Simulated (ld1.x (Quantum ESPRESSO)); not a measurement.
# An all-electron radial function and its pseudo partner (P (Z = 15))

Columns: radius, all-electron u(r) and pseudo u(r) of the 3s shell (level -13.97 eV) of phosphorus in the configuration [Ne] 3s2 3p3; PBE, scalar-relativistic, PAW scheme, ld1.x (Quantum ESPRESSO) 7.5.

```json
{"r (bohr)": "0.100", "all-electron": "0.1183", "pseudo": "0.0684"}
{"r (bohr)": "0.200", "all-electron": "-0.1860", "pseudo": "0.1367"}
{"r (bohr)": "0.300", "all-electron": "-0.3560", "pseudo": "0.2048"}
{"r (bohr)": "0.400", "all-electron": "-0.3587", "pseudo": "0.2726"}
{"r (bohr)": "0.500", "all-electron": "-0.2528", "pseudo": "0.3396"}
{"r (bohr)": "0.600", "all-electron": "-0.0941", "pseudo": "0.4053"}
{"r (bohr)": "0.700", "all-electron": "0.0794", "pseudo": "0.4691"}
{"r (bohr)": "0.800", "all-electron": "0.2454", "pseudo": "0.5301"}
{"r (bohr)": "0.900", "all-electron": "0.3920", "pseudo": "0.5873"}
{"r (bohr)": "1.000", "all-electron": "0.5144", "pseudo": "0.6397"}
{"r (bohr)": "1.100", "all-electron": "0.6120", "pseudo": "0.6860"}
{"r (bohr)": "1.200", "all-electron": "0.6863", "pseudo": "0.7252"}
{"r (bohr)": "1.300", "all-electron": "0.7390", "pseudo": "0.7563"}
{"r (bohr)": "1.400", "all-electron": "0.7726", "pseudo": "0.7783"}
{"r (bohr)": "1.500", "all-electron": "0.7896", "pseudo": "0.7906"}
{"r (bohr)": "1.600", "all-electron": "0.7927", "pseudo": "0.7927"}
{"r (bohr)": "1.700", "all-electron": "0.7847", "pseudo": "0.7847"}
{"r (bohr)": "1.800", "all-electron": "0.7678", "pseudo": "0.7678"}
{"r (bohr)": "1.900", "all-electron": "0.7441", "pseudo": "0.7441"}
{"r (bohr)": "2.000", "all-electron": "0.7153", "pseudo": "0.7153"}
{"r (bohr)": "2.100", "all-electron": "0.6831", "pseudo": "0.6831"}
{"r (bohr)": "2.200", "all-electron": "0.6485", "pseudo": "0.6485"}
{"r (bohr)": "2.300", "all-electron": "0.6126", "pseudo": "0.6126"}
{"r (bohr)": "2.400", "all-electron": "0.5763", "pseudo": "0.5763"}
{"r (bohr)": "2.500", "all-electron": "0.5401", "pseudo": "0.5401"}
{"r (bohr)": "2.600", "all-electron": "0.5045", "pseudo": "0.5045"}
```

Q: How many radial nodes do the two functions have?

A: The all-electron 3s function has n − l − 1 = 2; the pseudo-wave has 0, since the states of the same l below it are removed with the core.

Q: At about which radius was the pseudo-wave matched?

A: 1.65 bohr, where the columns begin to agree (steps of 0.10 bohr).

Q: Is the pseudo-wave norm-conserving?

A: No, it belongs to a PAW set: the norm inside the radius is not constrained, and the difference is carried by the augmentation charge.
